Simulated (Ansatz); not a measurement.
H₂F₂GeO₂ (SMILES [OH][Ge]([OH])([F])[F]), singlet, at a GFN2-xTB geometry, with bond 7-3 at 1.4 times its length; CASSCF(2,2)/6-31G (Ansatz, an electronic-structure program).

Here is a job for Ansatz.
Ansatz 0.2 input:
```yaml
crystal:
  periodic: [false, false, false]
  atoms:
    - {symbol: O, position_ang: [-0.64110528, 1.54626455, -0.32087169]}
    - {symbol: Ge, position_ang: [0.02283961, 0.03832320, -0.00084131]}
    - {symbol: O, position_ang: [1.67088696, 0.18163381, 0.28293923]}
    - {symbol: F, position_ang: [-0.29269606, -1.06194969, -1.27930474]}
    - {symbol: F, position_ang: [-0.76968533, -0.72064860, 1.31843804]}
    - {symbol: H, position_ang: [-1.58082964, 1.60479990, -0.50111149]}
    - {symbol: H, position_ang: [2.37404280, -0.92797587, 0.55783511]}
basis:
  gaussian:
    orbitals: 6-31G
hamiltonian:
  xc: hf
magnetization: {spin_polarized: false}
correlation: {active_space: {window: {electrons: 2, orbitals: 2}}}
```

Output, abridged:

```
Functional definition: HF
630 factors; integrals over basis functions are off by at most 3.2e-4 eV
mean field evaluation 1: about -65975.9784 eV, gradient 5.0e1 eV
mean field evaluation 2: about -65975.9880 eV, gradient 5.0e1 eV
mean field evaluation 4: about -65980.6006 eV, gradient 2.9e0 eV
mean field evaluation 8: about -65980.6330 eV, gradient 3.9e-1 eV
mean field -65980.63386192 eV, -2424.7435711455 hartree, gradient 1.4e-6 eV, S^2 0.000000; 0 other end points of the search recorded, 0 dependent functions left out
reference -65980.63386192 eV, -2424.7435711455 hartree; 34, 34 occupied and 35, 35 virtual orbitals, 630 factors
state -65981.64126422 eV, -2424.7805924973 hartree
Total energy: -65981.64126422 eV, -2424.7805924973 hartree
```
